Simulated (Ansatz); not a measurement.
Single points on Nb₂O₂⁻.

```yaml
crystal:
  periodic: [false, false, false]
  atoms:
    - {symbol: Nb, position_ang: [-0.998823, 0.276746, 0.799152]}
    - {symbol: Nb, position_ang: [0.982117, -0.273427, -0.790727]}
    - {symbol: O, position_ang: [0.209140, -0.382902, -2.327547]}
    - {symbol: O, position_ang: [-0.192434, 0.379583, 2.319122]}
basis:
  gaussian: {orbitals: def2-TZVPD, initial_orbitals: start.molden}
total_charge: -1
magnetization: {spin_polarized: true, initial_magnetization: 3}
hamiltonian: {xc: {text: "exchange = 0.90*pbe_x + 0.10*exact_x\ncorrelation = pbe_c"}}
scf: {omitted_lower_state_checks: [starts]}
output: {orbitals: {seedname: orbitals}}
```

The file start.molden holds the orbitals of an earlier run on this structure, at another level or in another basis.

```sh
$ ansatz run in.yaml --threads 4 --pin off --events-out ev --progress --plain --max-ram 3916MiB
```

Shortened log:

```
Functional definition: unnamed
1004 factors; their error is unknown
mean field evaluation 1: about -7194.2564 eV, gradient 3.6e0 eV
mean field evaluation 2: about -7194.3235 eV, gradient 1.3e-1 eV
mean field evaluation 4: about -7194.3427 eV, gradient 7.0e-3 eV
mean field evaluation 8: about -7194.3427 eV, gradient 3.1e-5 eV
mean field -7194.34272724 eV, -264.3872187252 hartree, gradient 9.0e-6 eV, S^2 3.776034; 0 other end points of the search recorded, 0 dependent functions left out
reference -7194.34276756 eV, -264.3872202070 hartree; 23, 20 occupied and 137, 140 virtual orbitals, 1004 factors
Total energy: -7194.34276756 eV, -264.3872202070 hartree
Checks for a lower state left out: starts
```

Hardware: 4 threads of Arm Neoverse V2 on a shared host. Wall time 4.7 s.

The first input with `hamiltonian: {xc: {name: B2PLYP}}` and without the key `output` (abridged; 11 s):

```
Functional definition: B2PLYP
mean field -7177.88337352 eV, -263.7823486327 hartree, gradient 2.5e-6 eV, S^2 4.282127
2 core orbitals not correlated: weight in the atoms' cores, before any rotation towards them, 1.000 or more for the frozen orbitals, at most 0.000 for the correlated occupied ones
second order -43.64618488 eV of doubles, -0.00000000 eV of singles
Total energy: -7189.66797759 eV, -264.2154248445 hartree
Checks for a lower state left out: starts
```

As the first input, with `hamiltonian: {xc: {text: "exchange = 0.65*pbe_x + 0.35*exact_x\ncorrelation = pbe_c"}}` (abridged; 13 s):

```
Functional definition: unnamed
mean field evaluation 16: about -7191.3509 eV, gradient 1.3e-5 eV
mean field -7191.35092504 eV, -264.2772720226 hartree, gradient 1.3e-5 eV, S^2 3.988049
Total energy: -7191.35095503 eV, -264.2772731247 hartree
Checks for a lower state left out: starts
```

As the first input, with `hamiltonian: {xc: {name: revPBE}, dispersion: d4}` (abridged; 5 s):

```
Functional definition: revPBE
mean field evaluation 16: about -7199.9880 eV, gradient 4.0e-6 eV
mean field -7199.98800972 eV, -264.5946790300 hartree, gradient 4.0e-6 eV, S^2 3.770777
Total energy: -7200.33399995 eV, -264.6073939367 hartree
Checks for a lower state left out: starts
```

The first input with `hamiltonian: {xc: r2scan, dispersion: d4}` (abridged; 20 s):

```
Functional definition: r2SCAN
mean field evaluation 16: about -7197.6744 eV, gradient 2.4e-6 eV
mean field -7197.67441712 eV, -264.5096560702 hartree, gradient 2.4e-6 eV, S^2 3.805574
Total energy: -7197.70626074 eV, -264.5108263018 hartree
Checks for a lower state left out: starts
```

The first input with `hamiltonian: {xc: pbe, dispersion: d4}` (abridged; 3.9 s):

```
Functional definition: PBE
mean field evaluation 16: about -7195.6509 eV, gradient 2.5e-6 eV
mean field -7195.65094897 eV, -264.4352949874 hartree, gradient 2.5e-6 eV, S^2 3.766126
Total energy: -7195.81030822 eV, -264.4411513316 hartree
Checks for a lower state left out: starts
```

First input, but with `hamiltonian: {xc: {name: PBE-QIDH}}` and without the key `output` (abridged; 11 s):

```
Functional definition: PBE-QIDH
mean field -7174.02776849 eV, -263.6406577614 hartree, gradient 2.2e-6 eV, S^2 4.521321
2 core orbitals not correlated: weight in the atoms' cores, before any rotation towards them, 1.000 or more for the frozen orbitals, at most 0.000 for the correlated occupied ones
second order -39.07640020 eV of doubles, -0.00000000 eV of singles
Total energy: -7187.05324969 eV, -264.1193353665 hartree
Checks for a lower state left out: starts
```

Geometry: r2SCAN-D4/def2-TZVPD.

In the def2 sets Nb takes a core potential; there is no spin–orbit coupling. Correlated methods freeze 2 core orbitals; core or outer-core shells of Nb are correlated, in sets that lack core-valence functions. At PBE with 10 % exact exchange/def2-TZVPD, revPBE-D4/def2-TZVPD, r2SCAN-D4/def2-TZVPD, PBE-D4/def2-TZVPD the highest occupied level of the charge -1 quartet lies above zero (up to 1.03 eV). It is a level of α spin, whose loss leaves a triplet; that state wasn't run at this geometry and level. The electron is either unbound and held by the finite basis, or the level is raised by self-interaction error. At B2PLYP/def2-TZVPD, PBE with 35 % exact exchange/def2-TZVPD, PBE-QIDH/def2-TZVPD the charge -1 quartet is spin-contaminated (final ⟨S²⟩ up to 4.52, 3.75 for a pure state). The order of the spin states hangs on the level: the doublet lies 0.07 eV below the quartet at revPBE-D4/def2-TZVPD, but 0.01 eV above it at PBE with 10 % exact exchange/def2-TZVPD. The doublet is doubtful at PBE with 10 % exact exchange/def2-TZVPD (⟨S²⟩ 1.06, where a pure state has 0.75). The structure comes from a short search, and lower isomers may exist.
